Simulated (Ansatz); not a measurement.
Consider the atomization: `F[SiH](F)N[SiH](Cl)Cl` → 2 Cl• + 2 F• + 3 H• + N• + 2 Si•.

Gas-phase electronic energies from Ansatz, PBE0-D4/def2-TZVP geometries. CCSD(T)/CBS is the MP2 limit (def2-TZVPP, def2-QZVPP) plus CCSD(T) − MP2 in def2-TZVPP, frozen cores. This one scheme is used for every species, atoms too. DFT in def2-TZVPP. B3LYP here is the variant with VWN-RPA as its local correlation; programs differ in this. Open shells (•) are unrestricted, without spin–orbit coupling. Spin–orbit coupling would lower the free atoms: a little for Cl, F, Si. One conformer a species, not always the lowest.

| level | ΔE (eV) | difference from CCSD(T)/CBS |
| --- | --- | --- |
| PBE-D4 | 39.52 | 0.10 |
| PBE0-D4 | 38.83 | -0.59 |
| B3LYP-D4 | 38.86 | -0.56 |
| ωB97X-V | 39.46 | 0.04 |
| ωB97M-V | 39.44 | 0.02 |
| PBE | 39.16 | -0.26 |
| B3LYP | 38.27 | -1.15 |
| HF/def2-QZVPP | 28.87 | -10.55 |
| SCS-MP2/def2-QZVPP | 39.76 | 0.34 |
| HF/CBS(def2) | 28.90 | -10.52 |
| CCSD(T)/CBS | 39.42 | 0 |

Largest T1 diagnostic among the species: 0.012.

In def2-TZVPP, CCSD(T) changes the Hartree–Fock value by +9.28 eV (the triples alone add +0.65 eV) and MP2 by +10.65 eV; breaking electron pairs costs correlation energy, which Hartree–Fock lacks. From PBE to PBE0 (25 % exact exchange), in def2-TZVPP and without D4, ΔE moves by −0.64 eV: exact exchange takes away binding that semilocal exchange gives to molecules.

For atomizations the MP2-based limit and the directly extrapolated one differ by several kJ/mol either way, and by 10 to 25 for some Ge, Se and Sn compounds, so smaller differences from it don't rank the levels.
